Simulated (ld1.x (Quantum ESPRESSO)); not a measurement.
# An all-electron radial function and its pseudo partner (gadolinium (Gd))

Columns: radius, all-electron u(r) and pseudo u(r) of the 6p shell (level -10.73 eV) of gadolinium in the configuration [Kr] 4d10 4f7 5s2 5p6 5d1 6s0 6p0; LDA (PZ), scalar-relativistic, PAW scheme, ld1.x (Quantum ESPRESSO) 7.5.

| r (bohr) | all-electron | pseudo |
| --- | --- | --- |
| 0.152 | -0.1085 | -0.0010 |
| 0.305 | 0.0474 | -0.0036 |
| 0.458 | 0.1759 | -0.0072 |
| 0.610 | 0.0808 | -0.0106 |
| 0.762 | -0.0828 | -0.0125 |
| 0.915 | -0.2152 | -0.0113 |
| 1.068 | -0.2852 | -0.0055 |
| 1.220 | -0.2957 | 0.0064 |
| 1.372 | -0.2613 | 0.0252 |
| 1.525 | -0.1960 | 0.0518 |
| 1.678 | -0.1127 | 0.0862 |
| 1.830 | -0.0216 | 0.1276 |
| 1.982 | 0.0710 | 0.1752 |
| 2.135 | 0.1608 | 0.2276 |
| 2.288 | 0.2440 | 0.2827 |
| 2.440 | 0.3182 | 0.3378 |
| 2.592 | 0.3830 | 0.3911 |
| 2.745 | 0.4381 | 0.4404 |
| 2.898 | 0.4833 | 0.4836 |
| 3.050 | 0.5187 | 0.5187 |
| 3.202 | 0.5452 | 0.5452 |
| 3.355 | 0.5636 | 0.5636 |
| 3.508 | 0.5746 | 0.5746 |
| 3.660 | 0.5790 | 0.5790 |
| 3.812 | 0.5776 | 0.5776 |
| 3.965 | 0.5714 | 0.5714 |

(1) How many radial nodes do the two functions have?

(2) At about which radius was the pseudo-wave matched?

(3) Is the pseudo-wave norm-conserving?

Answers

(1) The all-electron 6p function has n − l − 1 = 4 (the table is too coarse to show those close to the nucleus); the pseudo-wave has 1, since 1 lower shell of the same l stays in the valence.

(2) 3.05 bohr, where the columns begin to agree (steps of 0.15 bohr).

(3) No, it belongs to a PAW set: the norm inside the radius is not constrained, and the difference is carried by the augmentation charge.
